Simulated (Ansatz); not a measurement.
| atom | x (Å) | y (Å) | z (Å) |
| --- | --- | --- | --- |
| Ti | 0.0000 | 0.0000 | -0.4575 |
| O | 0.0000 | 0.0000 | 1.2580 |

Basis set: def2-TZVP (spherical functions). Correlated methods keep 6 orbitals frozen. Charge 0, multiplicity 3.

Computed with Ansatz (development build ahead of 0.2.0); each method stands on the lowest determinant of its kind that the runs found.

The atomization energy at this shape (free ground-state atoms in the same class of orbitals less the molecule, no zero-point energy) of triplet TiO:

```json
{"method": "UHF-MP2", "atomization energy": "532.9 kJ/mol"}
```

What does UHF give?

221.9 kJ/mol. Caution: the shape is not the minimum; the unrestricted determinant is spin contaminated.
